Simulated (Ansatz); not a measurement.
CH₃CuF₃P, SMILES `[CH3][Cu-][P+](F)(F)F`. Total charge 0; spin multiplicity 1.

```xyz
9

C     1.086    1.441    1.155
Cu    0.112    0.148    0.119
P    -0.984   -1.306   -1.047
F    -1.838   -2.361   -0.296
F    -0.188   -2.250   -1.986
F    -2.048   -0.793   -2.053
H     2.148    1.441    0.892
H     1.009    1.229    2.227
H     0.702    2.452    0.989
```

List the harmonic frequencies (cm⁻¹, unscaled) at PBE0-D4/def2-TZVP in Ansatz. (Estimate.)

The calculation gave: 7, 62, 62, 182, 182, 221, 360, 360, 507, 554, 622, 622, 921, 926, 926, 1163, 1441, 1441, 3028, 3107, 3107.
